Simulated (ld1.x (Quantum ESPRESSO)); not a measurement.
# Varying the TM potential for holmium (Ho)

Base potential:

- Element: holmium
- Generator: ld1.x (Quantum ESPRESSO) 7.5
- Type: norm-conserving Troullier–Martins (Kleinman–Bylander form)
- Functional: PBE
- Relativity: scalar-relativistic
- Frozen core: [Kr] 4d10 5s2
- Valence charge: 19
- Reference configuration: 4f11 5p6 5d0 6s2 6p0
- Partial waves: 5p (bound): rc 1.50 bohr; 5d (bound, empty): rc 2.20 bohr; 4f (bound): rc 1.40 bohr; 6s (bound): rc 3.80 bohr
- Local potential: the s channel
- Core correction: none

All-electron outer shells of the reference configuration (PBE, scalar-relativistic, ld1.x):

| shell | level (eV) | outermost node (bohr) | outermost maximum (bohr) |
| --- | --- | --- | --- |
| 4d | -159.15 | 0.25 | 0.53 |
| 5s | -50.38 | 0.61 | 1.14 |
| 5p | -25.87 | 0.66 | 1.29 |
| 6s | -3.79 | 1.55 | 3.43 |
| 4f | -3.14 | – | 0.53 |
| 6p | -1.15 | 1.90 | 4.75 |
| 5d | -1.04 | 0.75 | 2.11 |

Cutoffs, loose and tight: the cutoffs (Ry, on a coarse ladder) from which the occupation-weighted sum of valence levels, in a spherical-Bessel basis at the reference potential, stays within 10 and 1 mRy of its value at 400 Ry. They do not see the model core or the augmentation charge, which bear on the density cutoff. Test errors are all-electron minus pseudo excitation energies from the reference, over the configurations 4f11 5p6 5d0 6s1 6p0; 4f11 5p6 5d0 6s0 6p0; 4f10 5p6 5d0 6s0 6p0; 4f10 5p6 5d1 6s1 6p0; 4f10 5p6 5d0 6s2 6p0; 4f10 5p6 5d1 6s2 6p0; 4f11 5p6 5d0 6s1 6p1. A dash means not determined; rows that change the core or the reference have their own tests.

```csv
change,outcome,"cutoff, loose","cutoff, tight",bound ghosts,largest test error (meV)
base,generated,230 Ry,over 300 Ry,none,-942
wave 6s (bound): rc 3.80 bohr becomes 6s (bound): rc 2.54 bohr,generated,230 Ry,over 300 Ry,none,-986
wave 6s (bound): rc 3.80 bohr becomes 6s (bound): rc 3.34 bohr,generated,230 Ry,over 300 Ry,none,-1018
wave 6s (bound): rc 3.80 bohr becomes 6s (bound): rc 3.92 bohr,generated,230 Ry,over 300 Ry,none,-975
```

Problem. What comes out with this change to the base: wave 6s (bound): rc 3.80 bohr becomes 6s (bound): rc 4.88 bohr?

Solution. outcome: generated; cutoff, loose: 230 Ry; cutoff, tight: over 300 Ry; bound ghosts: none; largest test error (meV): -1477.

Problem. What comes out with this change to the base: wave 6s (bound): rc 3.80 bohr becomes 6s (bound): rc 5.68 bohr?

Solution. outcome: generated; cutoff, loose: 230 Ry; cutoff, tight: over 300 Ry; bound ghosts: none; largest test error (meV): -1985.

Problem. What comes out with this change to the base: wave 6s (bound): rc 3.80 bohr becomes 6s (bound): rc 4.50 bohr?

Solution. outcome: generated; cutoff, loose: 230 Ry; cutoff, tight: over 300 Ry; bound ghosts: none; largest test error (meV): -1210.

Reading the sweep of the s radius (base included, trends over the rows without a ghost): The loose cutoff stays near 230 Ry. The median size of the test errors (rows with all tests solved) falls from 604.1 meV at 2.54 to 307.1 meV at 5.68 bohr, with one reversal. This runs against the usual rule that a larger radius transfers worse; these runs do not show why.
